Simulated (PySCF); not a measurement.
# Electron correlation in Zn²⁺ (zinc, charge +2)

[Ar] 3d9 4p1, one real determinant (an excited configuration). Calculation: PySCF 2.14, in x2c-TZVPPall (6s5p4d2f1g, 64 functions); scalar relativity by spin-free X2C-1e. Frozen: [Ar]; 10 electrons correlated.

MP2 pair energies summed by pair of shells (mhartree):

| pair | energy | share (%) |
| --- | --- | --- |
| 3d-3d | -312.70 | 94.7 |
| 3d-4p | -17.54 | 5.3 |

Total MP2 correlation energy: -330.24 mhartree.

Same-spin part -123.79 and opposite-spin part -206.45 mhartree; SCS-MP2 scales them by 1/3 and 6/5 to -289.01 mhartree.

The reference is one real determinant that mixes LS terms of this configuration.
